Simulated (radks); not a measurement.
Results of a calculation; reference values are marked as such.
Ionisation of the cobalt ion Co2+, [Ar] 3d7, to [Ar] 3d6 as the strength of local exchange is varied. Code: a radial shooting solver on a logarithmic mesh with Libxc functionals. Model: non-relativistic Kohn-Sham, Slater X-alpha exchange (alpha = 2/3 is LDA exchange), no correlation, spin-polarised, spherical densities, point nucleus; open shells are filled with parallel spins first.

alpha  E(Co2+) (hartree)  exchange (hartree)  IE (eV)  -e of the level emptied (eV)  <r> of it (bohr)
0.586        -1370.48375           -47.12216   30.792                   22.714 (3d)             1.067
0.607        -1372.17350           -48.87265   31.179                   23.057 (3d)             1.062
0.635        -1374.42982           -51.21321   31.701                   23.522 (3d)             1.054
0.667        -1377.01312           -53.89733   32.308                   24.063 (3d)             1.046
0.732        -1382.27569           -59.37956   33.569                   25.196 (3d)             1.030
0.933        -1398.67797           -76.58615   37.721                   28.973 (3d)            0.9835
1.039        -1407.40594           -85.81366   40.061                   31.131 (3d)            0.9613

NIST Atomic Spectra Database: 33.5 eV (semi-empirical). The Delta-SCF value meets it near alpha = 0.73. Open shells are spherical and high-spin; term and fine-structure splittings are not resolved.
